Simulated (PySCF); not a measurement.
Computed IR spectrum (relative IR intensity) of a molecule C4H5FO. Coordinates come from a r2SCAN-D4/def2-SVP optimisation. One conformer was computed; it need not be the lowest. Calculation: PySCF with r2SCAN-D4/def2-SVP. Harmonic, unscaled wavenumbers; measured fundamentals usually lie a few per cent lower.

Lines under 2 % of the strongest are left out, and lines within 2 cm⁻¹ are merged.

```json
[
 {"ν (cm⁻¹)": "219", "relative intensity": "18"},
 {"ν (cm⁻¹)": "235", "relative intensity": "2.2"},
 {"ν (cm⁻¹)": "435", "relative intensity": "17"},
 {"ν (cm⁻¹)": "501", "relative intensity": "3.9"},
 {"ν (cm⁻¹)": "692", "relative intensity": "5.7"},
 {"ν (cm⁻¹)": "742", "relative intensity": "17"},
 {"ν (cm⁻¹)": "922", "relative intensity": "14"},
 {"ν (cm⁻¹)": "939", "relative intensity": "56"},
 {"ν (cm⁻¹)": "983", "relative intensity": "3.8"},
 {"ν (cm⁻¹)": "1110", "relative intensity": "64"},
 {"ν (cm⁻¹)": "1188", "relative intensity": "15"},
 {"ν (cm⁻¹)": "1278", "relative intensity": "87"},
 {"ν (cm⁻¹)": "1348", "relative intensity": "91"},
 {"ν (cm⁻¹)": "1411", "relative intensity": "100"},
 {"ν (cm⁻¹)": "1433", "relative intensity": "14"},
 {"ν (cm⁻¹)": "1450", "relative intensity": "4.4"},
 {"ν (cm⁻¹)": "1463", "relative intensity": "4.6"},
 {"ν (cm⁻¹)": "1826", "relative intensity": "62"},
 {"ν (cm⁻¹)": "3031", "relative intensity": "20"},
 {"ν (cm⁻¹)": "3060", "relative intensity": "40"},
 {"ν (cm⁻¹)": "3112", "relative intensity": "7.5"},
 {"ν (cm⁻¹)": "3134", "relative intensity": "16"},
 {"ν (cm⁻¹)": "3162", "relative intensity": "4.5"}
]
```

Problem. Which molecule gave these data?
A) C[C@H]1C=C(F)O1
B) C=C1OC[C@H]1F
C) CC1=C(F)CO1
D) C=C[C@H](F)C=O

Solution. C, CC1=C(F)CO1
